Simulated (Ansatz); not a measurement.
Basis-set extrapolation for C3H6ClFSi, SMILES `C/C(Cl)=C(\F)[SiH3]` (PBE0-D4/def2-TZVP geometry, frozen core, the Gaussian-basis code of Ansatz). Multiplicity 1, RHF reference.

```json
{"": "HF", "def2-TZVPP": "-965.044991", "def2-QZVPP": "-965.076139"}
{"": "MP2 correlation", "def2-TZVPP": "-1.054375", "def2-QZVPP": "-1.138914"}
{"": "CCSD(T) correlation", "def2-TZVPP": "-1.155264", "def2-QZVPP": "not run"}
```

Energies in hartree. Use E(X) = E(∞) + A·exp(−7.88·√X) for Hartree–Fock and E(X) = E(∞) + B·X^(−2.97) for correlation, with X = 3 and 4, and add CCSD(T) minus MP2 of the smaller set to the MP2 limit.

Q: What is the CCSD(T) energy at the basis-set limit?

A: HF limit: -965.076139 + (-0.031148) × 0.13774 = -965.08043. MP2 limit: -1.138914 + (-0.084539) × 0.74074 = -1.20154. Higher-order term: -1.155264 − (-1.054375) = -0.10089. Total: -966.38286 hartree, 479.4 kJ/mol below CCSD(T)/def2-TZVPP.
